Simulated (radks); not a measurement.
Results of a calculation; reference values are marked as such.
Task: Species: N. Configuration: [He] 2s2 2p3 (the NIST ground configuration). Level of theory: Dirac Kohn-Sham, LB94 model potential, spin-unpolarised, spherical densities, finite nucleus; open shells fill j = l - 1/2 first; Fermi nuclear charge, rms radius 2.5582 fm (a radial shooting solver on a logarithmic mesh with Libxc functionals). Some entries of the table are withheld. Estimate them.

orbital  occ.  eigenvalue (eV)  <r> (bohr)
1s1/2       2              (1)         (2)
2s1/2       2              (3)       1.326
2p1/2       2              (4)         (5)
2p3/2       1              (6)         (7)

Result: 
(1) 1s1/2 eigenvalue (eV): -407.4664
(2) 1s1/2 <r> (bohr): 0.2281
(3) 2s1/2 eigenvalue (eV): -23.6717
(4) 2p1/2 eigenvalue (eV): -12.7478
(5) 2p1/2 <r> (bohr): 1.430
(6) 2p3/2 eigenvalue (eV): -12.7249
(7) 2p3/2 <r> (bohr): 1.431
